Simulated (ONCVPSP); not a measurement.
**What the settings do to the ONCV potential of arsenic (As)**

Base potential:

ONCVPSP 4.0.1 input, shortened (lines: element, Z, core and valence counts, functional; n l f; lmax; l rc ep ncon nbas qcut; lloc lpopt rc5 dvloc0; l nproj debl; icmod fcfact rcfact), PW91, fully relativistic:

```
  As 33.00    3    5  -109134      upf
    1    0    2.00
    2    0    2.00
    2    1    6.00
    3    0    2.00
    3    1    6.00
    3    2   10.00
    4    0    1.75
    4    1    3.25
    2
    0    0.80    0.00    4    8   11.90
    1    1.05    0.00    5    9   10.80
    2    0.60    0.00    4    8   17.90
    4    5    0.50    3.00
    0    2    3.20
    1    3    2.10
    2    2    1.10
    0    0.00    0.00
```

Open shells are filled in proportion to 2j + 1.

In the d channel the program set the typed energies aside and used -1.501, 0.250 Ha (j = l + 1/2; the other j can differ).

All-electron outer shells of the reference configuration (PW91, scalar-relativistic, ld1.x):

| shell | level (eV) | outermost node (bohr) | outermost maximum (bohr) |
| --- | --- | --- | --- |
| 2s | -1487.49 | 0.06 | 0.17 |
| 2p | -1304.60 | – | 0.14 |
| 3s | -190.73 | 0.25 | 0.52 |
| 3p | -134.16 | 0.22 | 0.52 |
| 3d | -41.16 | – | 0.47 |
| 4s | -14.79 | 0.73 | 1.61 |
| 4p | -5.41 | 0.78 | 1.97 |

Cutoffs, loose and tight: the cutoffs (Ha) at which the residual kinetic energy of the hardest occupied pseudo-wave falls to 1 and 0.1 mHa per electron. They do not see the model core or the augmentation charge, which bear on the density cutoff. Test errors are all-electron minus pseudo excitation energies from the reference, over the configurations 3s2 3p6 3d10 4s2 4p3; 3s2 3p6 3d10 4s2 4p2; 3s2 3p6 3d10 4s2 4p1; 3s2 3p6 3d9 4s2 4p3. A dash means not determined; rows that change the core or the reference have their own tests.

A true bound ghost makes a file unfit for plane-wave use even where its test errors are small: the radial tests pick states by their node count and pass the ghost by.

```tsv
change	outcome	cutoff, loose	cutoff, tight	bound ghosts	GHOST(+) flags above zero	largest test error (meV)
base	generated, projector energies reset by the program	575 Ha	685 Ha	none	s, p3/2	+20
d: rc 0.64	generated, projector energies reset by the program	359 Ha	583 Ha	none	s, p3/2	+22
local potential polynomial inside 0.55 bohr (lpopt 5, dvloc0 3 Ha)	generated, projector energies reset by the program	575 Ha	685 Ha	none	s, p3/2	+20
scalar-relativistic	generated, projector energies reset by the program	573 Ha	684 Ha	none	s, p	+8.8
d: debl 3	generated	575 Ha	685 Ha	none	s, p3/2	+20
local potential polynomial inside 0.50 bohr (lpopt 5, dvloc0 0 Ha)	generated, projector energies reset by the program	575 Ha	685 Ha	none	s, p3/2	+20
```

**Question.** What comes out with this change to the base: core [Ar], valence charge 15; reference 3d10 4s1.75 4p3.25; waves now 4s: rc 1.70 bohr, ncon 3, nbas 8, qcut 4.9 1/bohr, 2 projectors, debl 0.5 Ha; 4p: rc 2.00 bohr, ncon 4, nbas 8, qcut 4 1/bohr, 1 projector; 3d: rc 0.75 bohr, ncon 5, nbas 10, qcut 17.2 1/bohr, 2 projectors, debl 0.3 Ha; local potential polynomial inside 0.60 bohr (lpopt 5, dvloc0 -1 Ha)?

**Answer.** outcome: generated, projector energies reset by the program; cutoff, loose: 190 Ha; cutoff, tight: 619 Ha; bound ghosts: s, p3/2, p1/2; GHOST(+) flags above zero: none; largest test error (meV): +4.7.

**Question.** What comes out with this change to the base: p: nproj 4?

**Answer.** outcome: generated, projector energies reset by the program; cutoff, loose: 575 Ha; cutoff, tight: 685 Ha; bound ghosts: p3/2; GHOST(+) flags above zero: s, p1/2; largest test error (meV): +20.

**Question.** What comes out with this change to the base: all radii scaled by about 1.22 (s 0.98, p 1.28, d 0.74 bohr); local potential polynomial inside 0.62 bohr (lpopt 5, dvloc0 3 Ha)?

**Answer.** outcome: generated, projector energies reset by the program; cutoff, loose: 151 Ha; cutoff, tight: 302 Ha; bound ghosts: none; GHOST(+) flags above zero: none; largest test error (meV): +32.
